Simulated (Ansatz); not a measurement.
Reaction (ligand exchange at the Sn–N bond): `O=C[NH][SnH2][OH]` + HCl → `[OH][SnH2][Cl]` + `NC=O`

Computed with Ansatz on PBE0-D4/def2-TZVP structures; ΔE is electronic, products minus reactants. CCSD(T)/CBS is the MP2 limit (def2-TZVPP, def2-QZVPP) plus CCSD(T) − MP2 in def2-TZVPP, frozen cores. This one scheme is used for every species. DFT in def2-TZVPP. B3LYP here is the variant with VWN-RPA as its local correlation; programs differ in this. Elements past krypton have def2 core potentials. For Sn outer-core shells are correlated without core-valence functions, which leaves a few kJ/mol of doubt a bond. Each species was taken in one conformer, which may not be the lowest.

Question: Is it downhill or uphill in electronic energy at CCSD(T)/CBS, and by how much? (An estimate is asked.)

Answer: Ansatz gave: Downhill: ΔE = -14.1 kcal/mol.

Question: What do these levels give: PBE0-D4, B3LYP-D4, ωB97M-V, r2SCAN, CCSD(T)/def2-TZVPP, MP2/def2-QZVPP? (Best estimate.)

Answer: Computed: PBE0-D4 -17.0, B3LYP-D4 -16.9, ωB97M-V -15.8, r2SCAN -16.9, CCSD(T)/def2-TZVPP -13.0, MP2/def2-QZVPP -14.3 kcal/mol.

Largest T1 diagnostic among the species: 0.016.

In def2-TZVPP, CCSD(T) changes the Hartree–Fock value by +7.6 kcal/mol (the triples alone add +1.1 kcal/mol) and MP2 by +7.0 kcal/mol. The D4 term adds +1.9 kcal/mol with B3LYP and +1.0 kcal/mol with PBE0; it sums over pairs of atoms, weighted by their polarisabilities, and B3LYP, whose exchange is more repulsive, gets the larger term.
